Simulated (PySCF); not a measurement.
An unknown is described by computed data only.

Elements present: C and H. Monoisotopic mass: 120.0939 u.

* Rotational structure: rotational constants A, B, C: 4.356, 0.940, 0.834 GHz [PBE0-D3(BJ)/def2-SVP]
* UV, strongest line: among the 10 lowest singlet transitions: S7 at 6.77 eV (183 nm, f = 0.671) [TDDFT B3LYP/def2-SVPD]
* UV, first state: lowest singlet excitation: 5.17 eV (240 nm, f = 0.005) [TDDFT B3LYP/def2-SVPD]
* XPS: C1s 289.8 (×2), C1s 289.8 (×2), C1s 289.9, C1s 290.0, C1s 290.4, C1s 290.5, C1s 290.6 eV [ΔSCF SCAN, pcX-2 on the ionised atom, pcseg-1 elsewhere, spin-free X2C]
* Polarisability: 108.3 au [B3LYP/def2-SVPD]
* Valence photoelectron: vertical ionisation energy: 8.39 eV [ΔSCF B3LYP/def2-SVPD]
* 13C NMR: chemical shifts (computed TMS as zero) by class: 147.4 (1 C), 140.1 (1 C), 134.7 (2 C), 133.9 (2 C), 32.9 (1 C), 22.8 (1 C), 21.2 (1 C) ppm [GIAO PBE0/pcSseg-1]
* 1H NMR: chemical shifts (computed TMS as zero) by class: 7.23 (2 H), 7.21 (2 H), 2.42 (2 H), 2.34 (3 H), 1.11 (3 H) ppm [GIAO PBE0/pcSseg-1]
* Dipole: 0.03 D [B3LYP/def2-SVPD]

Gas-phase values; electronic properties from PySCF, density fitting. Levels stand in brackets. Geometry: PBE0-D3(BJ)/def2-SVP, one conformer, isolated molecule. NMR values are class means; diastereotopic atoms form classes of their own.

Task: Which formula fits the mass and the elements?

Result: C9H12 (calculated 120.0939). No other formula that holds each of these elements comes within 0.0003 u with a fitting electron parity and a possible valence count.

Task: Give a SMILES that accounts for the data.

Result: Numbering: `[CH3:1][CH2:2][c:3]1[cH:4][cH:5][c:6]([CH3:7])[cH:8][cH:9]1`. Its formula, C9H12, gives 4 degrees of unsaturation: 1 ring and 3 π bonds in the structure found (Kekulé form). 9 carbons fall into 7 classes; from least to most shielded: substituted aromatic carbon [C3] (147.4 ppm), substituted aromatic carbon [C6] (140.1 ppm), aromatic CH carbon [C5/C8] (134.7 ppm, 2 C), aromatic CH carbon [C4/C9] (133.9 ppm, 2 C), benzylic-type carbon [C2] (32.9 ppm), benzylic-type carbon [C7] (22.8 ppm), methyl carbon [C1] (21.2 ppm). Hydrogen classes from least to most shielded: 2 H on 2 aromatic CH carbons, C5/C8 (7.23 ppm), 2 H on 2 aromatic CH carbons, C4/C9 (7.21 ppm), 2 H on a benzylic-type carbon, C2 (2.42 ppm), 3 H on a benzylic-type carbon, C7 (2.34 ppm, a mean of values up to 0.5 ppm apart in this geometry), 3 H on a methyl carbon, C1 (1.11 ppm). The core levels belong to: C1s 289.8 eV, aromatic CH carbon [C4/C9]; C1s 289.8 eV, aromatic CH carbon [C5/C8]; C1s 289.9 eV, substituted aromatic carbon [C3]; C1s 290.0 eV, substituted aromatic carbon [C6]; C1s 290.4 eV, methyl carbon [C1]; C1s 290.5 eV, benzylic-type carbon [C2]; C1s 290.6 eV, benzylic-type carbon [C7]. One atom of each topological class was ionised and stands for its class. The hole state at 289.9 eV has ⟨S²⟩ = 0.84 against 0.75, so that value is less sure. The hole state at 289.8 eV has ⟨S²⟩ = 0.83 against 0.75, so that value is less sure. The hole state at 289.8 eV has ⟨S²⟩ = 0.83 against 0.75, so that value is less sure. The hole state at 290.0 eV has ⟨S²⟩ = 0.84 against 0.75, so that value is less sure. The first electron is taken from the HOMO, whose largest Löwdin shares are 0.21 on each of 2 atoms of one kind (substituted aromatic carbon) and 0.10 on each of 2 atoms of one kind (aromatic CH carbon). By its constants the optimised geometry is an asymmetric top. Structure: p-ethyltoluene (`CCc1ccc(C)cc1`). Computed isomers that give other values at the same levels: `C=C/C(C#CC)=C\CC` (lowest singlet excitation: 4.74 eV (261 nm, f = 0.332)); `Cc1cccc(C)c1C` (rotational constant A: 2.217 GHz; this holds for the one conformer computed); `C=C(C)[C@@]12CC=C[C@@H]1C2` (rotational constant A: 3.069 GHz; this holds for the one conformer computed). The assignments are read from this structure; whether some other isomer fits the data as well wasn't checked.

Conformer computed: `[CH3:1][CH2:2][c:3]1[cH:4][cH:5][c:6]([CH3:7])[cH:8][cH:9]1`: C1–C2–C3–C4 84°.
